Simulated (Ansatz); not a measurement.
A structure relaxed at PBE-D4/def2-TZVP in Ansatz, charge 0, singlet:

```xyz
7

B    -0.4592   -0.1715    0.2581
O    -0.5571    0.9990   -0.3118
O     1.0886   -0.4963    0.2344
O    -1.7338    1.7519   -0.4560
H    -1.1312   -1.0131    0.7587
H     1.4567    0.2690   -0.2813
H     1.3361   -1.3390   -0.2022
```

(1) Give its formula.

(2) Summarise the bond lengths by kind (pairs closer than 1.2 times the sum of covalent radii, bridged metal pairs left out).

## Answers

(1) the cluster BO3H3 (the lowest singlet isomer of a short search).

(2) 2 × B–O 1.31 to 1.58 Å; 1 × O–O 1.40 Å; 2 × H–O 0.98 to 0.99 Å; 1 × B–H 1.19 Å.

The structure holds one bond between oxygen atoms, so isomers without such links may lie far lower. The structure comes from a short search, and lower isomers may exist.
